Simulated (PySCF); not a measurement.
Phosphorus: highly charged ions in a basis for the neutral atom

P⁷⁺ [He] 2s2 2p4, P⁸⁺ [He] 2s2 2p3. All numbers are calculated (PySCF 2.14, no relativity, point nucleus, in aug-cc-pV(D+d)Z (5s4p3d, 32 functions)). No spin-orbit coupling, so a gap to NIST mixes the basis error with missing relativistic terms.

Changed run: basis of the neutral atom used for a highly charged ion. This setting is unsound on purpose.

```tsv
species	method	sound run (hartree)	changed run (hartree)	converged
P⁷⁺	UHF	not run	-316.41491	yes
P⁷⁺	M06-L	not run	-316.75027	yes
P⁷⁺	M06-2X	not run	-316.68418	yes
P⁸⁺	UHF	not run	-304.86776	yes
P⁸⁺	M06-L	not run	-305.12170	yes
P⁸⁺	M06-2X	not run	-305.07765	yes
```

Ionisation energy of P⁷⁺:

```tsv
method	changed run (eV)	NIST (eV)
UHF	314.21	309.6 ± 0.1
M06-L	316.43	309.6 ± 0.1
M06-2X	315.83	309.6 ± 0.1
```

The contracted functions were made for the neutral atom and can be too rigid for a highly charged ion.
